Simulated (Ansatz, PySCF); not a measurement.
Al(Cl)2(SeH) (AlCl₂HSe), SMILES [Cl][Al]([Cl])[SeH].

Coordinates come from a B3LYP-D3(BJ)/def2-SVP optimisation. The values are those of a single conformer.

Vertical ionisation energy (IE) and electron affinity (EA) in eV. Rows of orbital energies are one-electron estimates. Where ΔSCF, EOM or ADC give a negative EA the extra electron is unbound and the value depends on the basis.

```csv
level,IE,EA
"−ε(HOMO), −ε(LUMO), CAM-B3LYP/def2-TZVP (PySCF)",9.08,0.25
"−ε(HOMO), −ε(LUMO), PBE/def2-TZVP (PySCF)",6.69,2.03
"ΔSCF, PBE0/def2-SVPD (Ansatz), final states of multiplicity 2 and 2",10.05,0.14
"ΔSCF, PBE/def2-SVPD (Ansatz), final states of multiplicity 2 and 2",9.86,0.27
```

What vertical singlet–triplet gap does ΔSCF give with PBE0/def2-SVPD (Ansatz, an electronic-structure program) and with PBE/def2-SVPD (Ansatz)? (Estimate from the structure and the level; the computed values follow.)

5.02 and 4.80 eV (triplet above singlet where positive).
